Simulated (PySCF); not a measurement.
CH8FNOSi2, SMILES C[SiH2]N[Si@H](O)F.

Geometry optimised at PBE-D3(BJ)/def2-SVP. The structure was generated by enumeration; whether it is a known compound was not checked. Other conformers were not sampled.

Calculation: TDA-B3LYP/def2-SVPD (PySCF).

Vertical excitations. 

```tsv
state	energy (eV)	λ (nm)	f	main pairs
S1	6.60	188	0.016	HOMO→LUMO 84 %, HOMO→LUMO+1 13 %
S2	6.98	178	0.010	HOMO→LUMO+1 77 %, HOMO→LUMO 14 %
S3	7.23	172	0.060	HOMO→LUMO+2 90 %
S4	7.69	161	0.006	HOMO→LUMO+4 78 %, HOMO→LUMO+3 17 %
S5	7.86	158	0.031	HOMO→LUMO+3 45 %, HOMO−1→LUMO 23 %, HOMO−2→LUMO 14 %, HOMO→LUMO+4 10 %
S6	7.94	156	0.098	HOMO→LUMO+3 32 %, HOMO−1→LUMO 26 %, HOMO−2→LUMO 18 %, HOMO−2→LUMO+1 7 %
S7	8.11	153	0.025	HOMO−2→LUMO 42 %, HOMO−1→LUMO 32 %, HOMO−1→LUMO+1 14 %, HOMO→LUMO+5 9 %
S8	8.17	152	0.081	HOMO→LUMO+5 81 %
S9	8.27	150	0.005	HOMO→LUMO+6 91 %
S10	8.42	147	0.003	HOMO−1→LUMO+1 55 %, HOMO−2→LUMO 18 %, HOMO−3→LUMO 17 %
T1	6.32	196	0	HOMO→LUMO 62 %, HOMO→LUMO+1 28 %
T2	6.85	181	0	HOMO→LUMO+1 50 %, HOMO→LUMO 34 %, HOMO→LUMO+2 11 %
T3	7.02	177	0	HOMO→LUMO+2 76 %, HOMO→LUMO+1 18 %
T4	7.38	168	0	HOMO→LUMO+3 89 %
```
Triplets are in the Tamm–Dancoff approximation.
